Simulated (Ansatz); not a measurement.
# singlet BeS: levels of theory in one basis

```csv
atom,x (Å),y (Å),z (Å)
Be,0.0000,0.0000,0.0000
S,0.0000,0.0000,1.8291
```

Basis set: def2-SVP (spherical functions). Correlated methods keep 5 orbitals frozen. Charge 0, multiplicity 1.

Computed with Ansatz (development build ahead of 0.2.0); each method stands on the lowest determinant of its kind that the runs found.

```json
{"method": "RHF", "E − E(RHF) (eV)": "0.00", "<S²> of the determinant": "–"}
{"method": "UHF", "E − E(RHF) (eV)": "-0.47", "<S²> of the determinant": "1.01"}
{"method": "RHF-MP2", "E − E(RHF) (eV)": "-4.28", "<S²> of the determinant": "–"}
{"method": "UHF-MP2", "E − E(RHF) (eV)": "-3.52", "<S²> of the determinant": "1.01"}
```

Question: What does RHF-CCSD(T) give on the same scale?

Answer: -4.89 eV.

Question: Is a single determinant a sound starting point here?

Answer: It is doubtful. Unrestricted orbitals lower Hartree–Fock by 0.47 eV and <S²> is 1.01 where a pure state has 0.00, a sign of strong static correlation.

Caution for RHF, RHF-MP2, RHF-CCSD(T): an unrestricted determinant lies well below. Caution for UHF, UHF-MP2: the unrestricted determinant is a mixture of spin states. Caution for UHF-MP2: a plain start can end on a higher determinant; another reference gives a lower total.
